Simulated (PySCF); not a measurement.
C2H5 (SMILES [CH2-]C), charge -1, singlet, geometry from GFN2-xTB (in this run its highest filled SCF level lies above zero, so its values depend strongly on the basis, on diffuse functions most of all); B3LYP/6-31+G*, TDDFT in PySCF.

PySCF was given this input:
```python
from pyscf import gto, scf, dft, tdscf

mol = gto.Mole()
mol.atom = '''
    C    -0.01030605    0.12039198    0.84239216
    C     0.00777321    0.03042594   -0.68103923
    H    -0.90060325   -0.50218287    1.18466735
    H     0.87721669   -0.49440679    1.20530634
    H     0.01788960   -0.99414568   -1.16642992
    H    -0.87309007    0.53904978   -1.10608662
    H     0.89378407    0.54677798   -1.08557470
'''
mol.basis = '6-31+g*'
mol.charge = -1
mol.verbose = 4
mol.build()

mf = dft.RKS(mol)
mf.xc = 'b3lyp'
mf.kernel()
td = mf.TDDFT()
td.nstates = 5
td.kernel()
td.analyze()
```

Output, abridged:

```
PySCF version 2.14.0

[INPUT] verbose = 4
[INPUT] num. atoms = 7
[INPUT] num. electrons = 18
[INPUT] charge = -1
[INPUT] spin (= nelec alpha-beta = 2S) = 0
[INPUT] symmetry False subgroup None
[INPUT] Mole.unit = angstrom
[INPUT] Symbol           X                Y                Z      unit          X                Y                Z       unit  Magmom
[INPUT]  1 C     -0.010306050000   0.120391980000   0.842392160000 AA   -0.019475611926   0.227507869794   1.591890471881 Bohr   0.0
[INPUT]  2 C      0.007773210000   0.030425940000  -0.681039230000 AA    0.014689238009   0.057496693682  -1.286977624785 Bohr   0.0
[INPUT]  3 H     -0.900603250000  -0.502182870000   1.184667350000 AA   -1.701893489393  -0.948988088748   2.238696840214 Bohr   0.0
[INPUT]  4 H      0.877216690000  -0.494406790000   1.205306340000 AA    1.657699295997  -0.934293427225   2.277698878802 Bohr   0.0
[INPUT]  5 H      0.017889600000  -0.994145680000  -1.166429920000 AA    0.033806444478  -1.878663063119  -2.204233092298 Bohr   0.0
[INPUT]  6 H     -0.873090070000   0.539049780000  -1.106086620000 AA   -1.649901114377   1.018656451707  -2.090200781846 Bohr   0.0
[INPUT]  7 H      0.893784070000   0.546777980000  -1.085574700000 AA    1.689007106799   1.033260633143  -2.051438870757 Bohr   0.0

nuclear repulsion = 36.2577297170334
number of shells = 26
number of NR pGTOs = 82
number of NR cGTOs = 46
basis = 6-31+g*
ecp = {}

******** <class 'pyscf.dft.rks.RKS'> ********
method = RKS
initial guess = minao
damping factor = 0
level_shift factor = 0
DIIS = <class 'pyscf.scf.diis.CDIIS'>
diis_start_cycle = 1
diis_space = 8
diis_damp = 0
SCF conv_tol = 1e-09
SCF conv_tol_grad = None
SCF max_cycles = 50
direct_scf = True
direct_scf_tol = 1e-13
XC library pyscf.dft.libxc version 7.1.2
    S. Lehtola, C. Steigemann, M. J. T. Oliveira, and M. A. L. Marques,  SoftwareX 7, 1–5 (2018)
XC functionals = b3lyp
    P. J. Stephens, F. J. Devlin, C. F. Chabalowski, and M. J. Frisch,  J. Phys. Chem. 98, 11623 (1994)
radial grids:
    Treutler-Ahlrichs [JCP 102, 346 (1995); DOI:10.1063/1.469408] (M4) radial grids

becke partition: Becke, JCP 88, 2547 (1988); DOI:10.1063/1.454033
pruning grids: <function nwchem_prune>
grids dens level: 3
symmetrized grids: False
atomic radii adjust function: <function treutler_atomic_radii_adjust>
small_rho_cutoff = 0
Set gradient conv threshold to 3.16228e-05
Initial guess from minao.
tot grids = 77280
init E= -78.9752384196684
  HOMO = -0.221360163421818  LUMO = -0.00501402436877241  gap/eV = 5.88708
cycle= 1 E= -79.0084595404184  delta_E= -0.0332  |g|= 0.623  |ddm|= 2.05
  HOMO = 0.178439319825288  LUMO = 0.207582380618315  gap/eV = 0.79302
cycle= 2 E= -77.925127474156  delta_E= 1.08  |g|= 1.45  |ddm|=  210
  HOMO = 0.0256390536914566  LUMO = 0.165131307258209  gap/eV = 3.79578
cycle= 3 E= -79.1238961376389  delta_E= -1.2  |g|= 0.239  |ddm|=  210
  HOMO = 0.0606346186124775  LUMO = 0.164840624797234  gap/eV = 2.83559
cycle= 4 E= -79.1415180933798  delta_E= -0.0176  |g|= 0.111  |ddm|= 0.712
  HOMO = 0.0683895146989677  LUMO = 0.160317236292933  gap/eV = 2.50148
cycle= 5 E= -79.1454345315822  delta_E= -0.00392  |g|= 0.0279  |ddm|= 0.31
  HOMO = 0.0684811413350381  LUMO = 0.16052883484039  gap/eV = 2.50475
cycle= 6 E= -79.1456500751981  delta_E= -0.000216  |g|= 0.00318  |ddm|= 0.103
  HOMO = 0.0678211930856532  LUMO = 0.160102855544021  gap/eV = 2.51111
cycle= 7 E= -79.1456542269199  delta_E= -4.15e-06  |g|= 0.000547  |ddm|= 0.0513
  HOMO = 0.0677493231999504  LUMO = 0.160101334990425  gap/eV = 2.51303
cycle= 8 E= -79.1456543913931  delta_E= -1.64e-07  |g|= 0.000254  |ddm|= 0.0139
  HOMO = 0.0677066494590304  LUMO = 0.160086589228807  gap/eV = 2.51379
cycle= 9 E= -79.1456544177984  delta_E= -2.64e-08  |g|= 6.66e-05  |ddm|= 0.00722
  HOMO = 0.067689280527127  LUMO = 0.160081584779989  gap/eV = 2.51412
cycle= 10 E= -79.1456544197106  delta_E= -1.91e-09  |g|= 3.9e-06  |ddm|= 0.00213
  HOMO = 0.0676884667796567  LUMO = 0.160081546558538  gap/eV = 2.51414
cycle= 11 E= -79.1456544197245  delta_E= -1.38e-11  |g|= 1.23e-06  |ddm|= 0.00027
  HOMO = 0.0676886203295379  LUMO = 0.160081630869759  gap/eV = 2.51414
Extra cycle  E= -79.1456544197253  delta_E= -7.96e-13  |g|= 8.67e-07  |ddm|= 3.65e-05
converged SCF energy = -79.1456544197253

******** <class 'pyscf.tdscf.rks.TDDFT'> for <class 'pyscf.dft.rks.RKS'> ********
nstates = 5 singlet
deg_eia_thresh = 1.000e-03
wfnsym = None
conv_tol = 1e-05
eigh lindep = 1e-12
eigh level_shift = 0
eigh max_cycle = 100

Excitation energies (eV)
[1.76711811 2.46999135 2.82200055 3.0927097  3.71087127]

** Singlet excitation energies and oscillator strengths **
Excited State   1:      1.76712 eV    701.62 nm  f=0.0370
       9 -> 10       -0.70429
Excited State   2:      2.46999 eV    501.96 nm  f=0.0478
       9 -> 11       -0.70449
Excited State   3:      2.82200 eV    439.35 nm  f=0.0029
       9 -> 12        0.70146
Excited State   4:      3.09271 eV    400.89 nm  f=0.0367
       9 -> 13       -0.70420
Excited State   5:      3.71087 eV    334.11 nm  f=0.0095
       9 -> 14        0.70127

** Transition electric dipole moments (AU) **
state          X           Y           Z        Dip. S.      Osc.
  1        -0.0113      0.1709      0.9087      0.8551      0.0370
  2         0.0080     -0.8010     -0.3854      0.7902      0.0478
  3         0.2065      0.0009      0.0024      0.0426      0.0029
  4         0.0068     -0.5963     -0.3582      0.4840      0.0367
  5         0.3226      0.0015      0.0037      0.1041      0.0095

** Transition velocity dipole moments (imaginary part, AU) **
state          X           Y           Z        Dip. S.      Osc.
  1        -0.0007      0.0093      0.0598      0.0037      0.0376
  2         0.0009     -0.0483     -0.0591      0.0058      0.0428
  3         0.0175      0.0001      0.0002      0.0003      0.0020
  4         0.0005     -0.0617     -0.0194      0.0042      0.0246
  5         0.0667      0.0003      0.0008      0.0044      0.0217

** Transition magnetic dipole moments (imaginary part, AU) **
state          X           Y           Z
  1        -0.3421     -0.0015     -0.0040
  2        -0.2754     -0.0012     -0.0032
  3        -0.0009      0.0745      0.0473
  4         0.0547      0.0002      0.0006
  5        -0.0024     -0.3792      0.3555
```
